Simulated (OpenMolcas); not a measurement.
Ru III.

* Program: OpenMolcas 26.06
* Basis: ANO-RCC-VQZP [8s7p5d3f2g1h]
* Scalar Hamiltonian: DKH2, point nucleus
* Active space: 6 electrons in 6 orbitals (4d 5s)
* State averaging: 2S+1 = 5 even, 30 roots; 2S+1 = 7 even, 1 root kept (CI in the orbitals of an earlier block); 2S+1 = 3 even, 127 roots kept (CI in the orbitals of an earlier block, 107 in the spin-orbit step); 2S+1 = 1 even, 102 roots kept (CI in the orbitals of an earlier block, 62 in the spin-orbit step)
* Spin-orbit coupling: RASSI with atomic mean-field integrals over the reference wave functions, term energies averaged over their components

Two sets of levels on these reference wave functions, in cm-1 above 4d6 5D4: one from CASSCF and one from MS-CASPT2, IPEA 0.25 Eh, imaginary shift 0.1 Eh (closed shells correlated: 4s 4p).

```tsv
Level	Set 1	Set 2
4d6 5D4	0.0	0.0
4d6 5D3	1210	1236
4d6 5D2	1957	1948
4d6 5D1	2440	2420
4d6 5D0	2670	2640
4d5 5s 7S3	18200	24800
4d6 3H6	18610	15640
4d6 3H5	18980	15840
4d6 3P2(1)	19390	15140
4d6 3F3(1)	21190	17140
4d6 3F2(1)	21770	17680
4d6 3P1(1)	22870	18630
4d6 3G5	23060	19070
4d6 3P0(1)	23630	19240
4d6 3G4	24200	20050
4d6 3G3	24500	20300
```

Which set is which?

Set 2 is MS-CASPT2. Its levels of the other terms of 4d6 lie at 0.78 to 0.84 of the other set's values, as expected, since terms of lower spin or lower L gain more correlation energy than the Hund ground term.

Term energies are means over components that CASPT2 splits; among the terms shown or strongly mixed into the levels shown the widest spread is 120 cm-1 (4d6 3F(1), MS-CASPT2). Some high roots are left out of the spin-orbit mixing, which shifts the levels that they would mix with. Terms from blocks run as CI alone lack orbitals of their own. A single d shell beside an s shell can misplace configurations of different d count against each other. Without dynamic correlation excited terms often stand tens of per cent too high (terms of higher spin than the ground term too low), and those without a measured partner can miss by more than the paired ones (holds for CASSCF). Blocks of more than 70 roots (2S+1 = 3 even) ran without multistate coupling (holds for MS-CASPT2). Only configurations of the active space appear. Levels that lie high or do not pair safely by name in every column are left out.

A number in round brackets counts repeated terms of one configuration in the order of the reference energies.
